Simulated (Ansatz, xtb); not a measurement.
Two isomers of C5H6BNO

We compare a, `Bc1ocnc1C=C`, a singlet, with b, `Bc1ncoc1C=C`, a singlet. Both are isolated molecules in the gas phase, relaxed with B3LYP-D3(BJ)/def2-SVP; each stands in its lowest conformer found.

a (Å):

```yaml
atoms:
  - { symbol: C, position_ang: [-0.5139, -0.6201, 0.6504] }
  - { symbol: C, position_ang: [1.0533, -0.2044, 2.0994] }
  - { symbol: C, position_ang: [-0.5648, 0.7083, 1.0806] }
  - { symbol: C, position_ang: [-1.5016, 1.7421, 0.6704] }
  - { symbol: C, position_ang: [-1.4646, 2.9959, 1.1463] }
  - { symbol: B, position_ang: [-1.3327, -1.4390, -0.3209] }
  - { symbol: N, position_ang: [0.4416, 0.9383, 1.9979] }
  - { symbol: O, position_ang: [0.5602, -1.1819, 1.3423] }
  - { symbol: H, position_ang: [-1.0740, -2.5973, -0.5186] }
  - { symbol: H, position_ang: [-2.2505, -0.9097, -0.8942] }
  - { symbol: H, position_ang: [1.9121, -0.4417, 2.7280] }
  - { symbol: H, position_ang: [-2.2554, 1.4418, -0.0617] }
  - { symbol: H, position_ang: [-2.1843, 3.7483, 0.8164] }
  - { symbol: H, position_ang: [-0.7079, 3.2892, 1.8782] }
```

b (Å):

```xyz
14

C    -0.3144   -0.1869   -0.0296
C     1.5674    0.5492    0.6884
C    -0.5629    0.6704    1.0411
C    -1.7814    1.1024    1.6858
C    -1.8340    1.9501    2.7263
B    -1.3284   -0.9562   -0.8713
N     1.0821   -0.2262   -0.2118
O     0.6288    1.1346    1.4935
H    -2.5062   -0.8507   -0.6293
H    -0.9618   -1.6648   -1.7715
H     2.6061    0.8017    0.8969
H    -2.6947    0.6814    1.2592
H    -2.7901    2.2371    3.1686
H    -0.9252    2.3757    3.1589
```

**Question.** Which of the two would you expect CCSD(T)/def2-SVP + ΔMP2/def2-TZVPP electronic energies to favour?

**Answer.** Structure a; the calculation gives E(b) − E(a) = +2.9 kcal/mol.

Level by level:

| level | geometry | E(b) − E(a) (kcal/mol) | departure from the last row (kcal/mol) | job, with rough time for the two |
| --- | --- | --- | --- | --- |
| GFN2-xTB | GFN2-xTB | +3.0 | +0.2 | optimisation, 0.17 s |
| HF/STO-3G | GFN2-xTB | +1.6 | −1.3 | single point, 0.68 s |
| r2SCAN-D4/def2-SVP | GFN2-xTB | +4.1 | +1.2 | single point, 4.9 s |
| B3LYP-D3(BJ)/def2-SVP | B3LYP-D3(BJ)/def2-SVP | +3.5 | +0.7 | optimisation, 67 s |
| HF/def2-SVP | B3LYP-D3(BJ)/def2-SVP | +2.9 | +0.1 | part of the CCSD(T) run |
| MP2/def2-SVP | B3LYP-D3(BJ)/def2-SVP | +2.7 | −0.1 | part of the CCSD(T) run |
| CCSD(T)/def2-SVP | B3LYP-D3(BJ)/def2-SVP | +3.0 | +0.1 | single point |
| CCSD(T)/def2-SVP + ΔMP2/def2-TZVPP | B3LYP-D3(BJ)/def2-SVP | +2.9 |  | single point, 1.9 min |

As drawn, both hold the same kinds of bond in the same numbers.

The levels shown agree on the order. The largest departure from CCSD(T)/def2-SVP + ΔMP2/def2-TZVPP is that of HF/STO-3G, 1.3 kcal/mol. The last row adds to CCSD(T) the change of the MP2 difference between the two basis sets, here −0.1 kcal/mol.

With thermal terms from frequencies at re-optimised GFN2-xTB minima (ideal gas, soft modes damped towards free rotors, one conformer each, 298.15 K, 1 atm): the zero-point term adds −0.2 kcal/mol; ΔH is +2.7 and ΔG +2.6 kcal/mol.

The correlated steps freeze 8 core orbitals. Programs: Ansatz 0.2.0, xtb 6.7.1; the last row on 2 threads of Intel(R) Xeon(R) Platinum 8375C CPU @ 2.90GHz (Ice Lake) on a shared host.
